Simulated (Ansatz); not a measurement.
1,1-dichloro-2,2-difluoroethane (C₂H₂Cl₂F₂), SMILES FC(F)C(Cl)Cl.

Geometry optimised at PBE0-D3(BJ)/def2-SVP. One conformer was computed; it need not be the lowest.

Two levels are set side by side: PBE/def2-SVPD (Ansatz, a program for electronic structure) and PBE0/def2-SVPD (Ansatz). Energy differences of separate SCF runs at the same geometry; the states with an electron removed or added have multiplicity 2 and 2. Differences are taken from unrounded values.

```csv
quantity,PBE0
vertical ionisation energy (eV),11.39
vertical singlet–triplet gap (eV),6.54
```

**Question.** What does PBE give, and how far is it from PBE0? (An estimate is asked for; the answer gives what the named calculation found.)

**Answer.** 
| quantity | PBE | PBE minus PBE0 |
|---|---|---|
| vertical ionisation energy (eV) | 10.80 | -0.59 |
| vertical singlet–triplet gap (eV) | 6.04 | -0.50 |
